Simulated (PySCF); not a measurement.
diethyl ether (C4H10O), singlet, at a GFN2-xTB geometry; CCSD(T)/STO-3G (PySCF).

PySCF was given this input:
```python
from pyscf import gto, scf, cc

mol = gto.Mole()
mol.atom = '''
    C     2.310993    0.429477   -0.101282
    C     0.806769    0.652775   -0.113293
    O     0.180120   -0.517695    0.366001
    C    -1.200705   -0.396782    0.609424
    C    -2.054427   -0.300458   -0.654687
    H     2.645654    0.214595    0.909714
    H     2.560890   -0.417470   -0.733897
    H     2.822100    1.315147   -0.468628
    H     0.541827    1.506769    0.531197
    H     0.472670    0.881418   -1.136113
    H    -1.394038    0.475801    1.254009
    H    -1.463539   -1.303290    1.161448
    H    -3.105742   -0.361442   -0.387101
    H    -1.812346   -1.120138   -1.326558
    H    -1.884219    0.640103   -1.173059
'''
mol.basis = 'sto-3g'
mol.charge = 0
mol.spin = 0
mol.verbose = 4
mol.build()

mf = scf.RHF(mol)
mf.kernel()

mycc = cc.CCSD(mf, frozen=5)
mycc.kernel()
et = mycc.ccsd_t()
print('E(CCSD(T)) = %.10f' % (mycc.e_tot + et))
```

**Question.** Predict the main parts of the log of this PySCF run.

**Answer.** 
```
PySCF version 2.14.0

[INPUT] verbose = 4
[INPUT] num. atoms = 15
[INPUT] num. electrons = 42
[INPUT] charge = 0
[INPUT] spin (= nelec alpha-beta = 2S) = 0
[INPUT] symmetry False subgroup None
[INPUT] Mole.unit = angstrom
[INPUT] Symbol           X                Y                Z      unit          X                Y                Z       unit  Magmom
[INPUT]  1 C      2.310993000000   0.429477000000  -0.101282000000 AA    4.367143845787   0.811593906800  -0.191395241348 Bohr   0.0
[INPUT]  2 C      0.806769000000   0.652775000000  -0.113293000000 AA    1.524572455789   1.233565970963  -0.214092741830 Bohr   0.0
[INPUT]  3 O      0.180120000000  -0.517695000000   0.366001000000 AA    0.340377469557  -0.978301766057   0.691641651317 Bohr   0.0
[INPUT]  4 C     -1.200705000000  -0.396782000000   0.609424000000 AA   -2.269003606396  -0.749809311157   1.151644453737 Bohr   0.0
[INPUT]  5 C     -2.054427000000  -0.300458000000  -0.654687000000 AA   -3.882304372912  -0.567783331935  -1.237179127313 Bohr   0.0
[INPUT]  6 H      2.645654000000   0.214595000000   0.909714000000 AA    4.999561480360   0.405525777701   1.719110311683 Bohr   0.0
[INPUT]  7 H      2.560890000000  -0.417470000000  -0.733897000000 AA    4.839380735137  -0.788903965222  -1.386864333640 Bohr   0.0
[INPUT]  8 H      2.822100000000   1.315147000000  -0.468628000000 AA    5.332996096135   2.485267643543  -0.885578574303 Bohr   0.0
[INPUT]  9 H      0.541827000000   1.506769000000   0.531197000000 AA    1.023904636895   2.847380742985   1.003816848191 Bohr   0.0
[INPUT] 10 H      0.472670000000   0.881418000000  -1.136113000000 AA    0.893216847298   1.665638621262  -2.146942416558 Bohr   0.0
[INPUT] 11 H     -1.394038000000   0.475801000000   1.254009000000 AA   -2.634350027236   0.899133579794   2.369733567740 Bohr   0.0
[INPUT] 12 H     -1.463539000000  -1.303290000000   1.161448000000 AA   -2.765687882620  -2.462861160884   2.194818627924 Bohr   0.0
[INPUT] 13 H     -3.105742000000  -0.361442000000  -0.387101000000 AA   -5.869001793559  -0.683026389915  -0.731514872545 Bohr   0.0
[INPUT] 14 H     -1.812346000000  -1.120138000000  -1.326558000000 AA   -3.424837582951  -2.116754041718  -2.506831308351 Bohr   0.0
[INPUT] 15 H     -1.884219000000   0.640103000000  -1.173059000000 AA   -3.560657868702   1.209619361512  -2.216760237956 Bohr   0.0

nuclear repulsion = 191.929785459942
number of shells = 25
number of NR pGTOs = 105
number of NR cGTOs = 35
basis = sto-3g
ecp = {}

******** <class 'pyscf.scf.hf.RHF'> ********
method = RHF
initial guess = minao
damping factor = 0
level_shift factor = 0
DIIS = <class 'pyscf.scf.diis.CDIIS'>
diis_start_cycle = 1
diis_space = 8
diis_damp = 0
SCF conv_tol = 1e-09
SCF conv_tol_grad = None
SCF max_cycles = 50
direct_scf = True
direct_scf_tol = 1e-13
Set gradient conv threshold to 3.16228e-05
Initial guess from minao.
init E= -230.005015636351
  HOMO = -0.269660129679921  LUMO = 0.361120485194625  gap/eV = 17.16441
cycle= 1 E= -229.220507217006  delta_E= 0.785  |g|= 0.45  |ddm|= 4.38
  HOMO = -0.215220067120916  LUMO = 0.556601247738589  gap/eV = 21.00233
cycle= 2 E= -229.290428086702  delta_E= -0.0699  |g|= 0.129  |ddm|= 0.732
  HOMO = -0.317604000450785  LUMO = 0.546183592979564  gap/eV = 23.50486
cycle= 3 E= -229.295589991599  delta_E= -0.00516  |g|= 0.0257  |ddm|= 0.183
  HOMO = -0.321940107421913  LUMO = 0.543884744277046  gap/eV = 23.56029
cycle= 4 E= -229.295936687699  delta_E= -0.000347  |g|= 0.00256  |ddm|= 0.0595
  HOMO = -0.320896845380616  LUMO = 0.544878029675622  gap/eV = 23.55893
cycle= 5 E= -229.295940346132  delta_E= -3.66e-06  |g|= 0.000663  |ddm|= 0.00551
  HOMO = -0.321328415891621  LUMO = 0.544611780664096  gap/eV = 23.56343
cycle= 6 E= -229.295940641365  delta_E= -2.95e-07  |g|= 9.16e-05  |ddm|= 0.00198
  HOMO = -0.32136170124681  LUMO = 0.544610052955736  gap/eV = 23.56429
cycle= 7 E= -229.295940646859  delta_E= -5.49e-09  |g|= 2.82e-05  |ddm|= 0.000244
  HOMO = -0.321361948267712  LUMO = 0.544614749736741  gap/eV = 23.56443
cycle= 8 E= -229.295940647436  delta_E= -5.77e-10  |g|= 6.61e-06  |ddm|= 8.53e-05
  HOMO = -0.321362874578294  LUMO = 0.544613560793554  gap/eV = 23.56442
Extra cycle  E= -229.295940647462  delta_E= -2.58e-11  |g|= 2.8e-06  |ddm|= 1.34e-05
converged SCF energy = -229.295940647462

******** <class 'pyscf.cc.ccsd.CCSD'> ********
CC2 = 0
CCSD nocc = 16, nmo = 30
frozen orbitals 5
max_cycle = 50
direct = 0
conv_tol = 1e-07
conv_tol_normt = 1e-05
diis_space = 6
diis_start_cycle = 0
diis_start_energy_diff = 1e+09
Init t2, MP2 energy = -229.535726593998  E_corr(MP2) -0.239785946535775
Init E_corr(CCSD) = -0.239785946539361
cycle = 1  E_corr(CCSD) = -0.29252862925742  dE = -0.0527426827  norm(t1,t2) = 0.0610874
cycle = 2  E_corr(CCSD) = -0.308971600583607  dE = -0.0164429713  norm(t1,t2) = 0.0213554
cycle = 3  E_corr(CCSD) = -0.318037760938908  dE = -0.00906616036  norm(t1,t2) = 0.00877586
cycle = 4  E_corr(CCSD) = -0.318428886837432  dE = -0.000391125899  norm(t1,t2) = 0.00149104
cycle = 5  E_corr(CCSD) = -0.318430894389017  dE = -2.00755159e-06  norm(t1,t2) = 0.0006084
cycle = 6  E_corr(CCSD) = -0.318430168609916  dE = 7.25779101e-07  norm(t1,t2) = 0.000105395
cycle = 7  E_corr(CCSD) = -0.318427472573782  dE = 2.69603613e-06  norm(t1,t2) = 4.08674e-05
cycle = 8  E_corr(CCSD) = -0.31842712936674  dE = 3.43207042e-07  norm(t1,t2) = 1.4182e-05
cycle = 9  E_corr(CCSD) = -0.318426945769806  dE = 1.83596935e-07  norm(t1,t2) = 4.1685e-06
cycle = 10  E_corr(CCSD) = -0.318426967517917  dE = -2.17481118e-08  norm(t1,t2) = 9.76103e-07
CCSD converged
E(CCSD) = -229.6143676149798  E_corr = -0.3184269675179173
CCSD(T) correction = -0.00258102757581197
E(CCSD(T)) = -229.6169486426
```
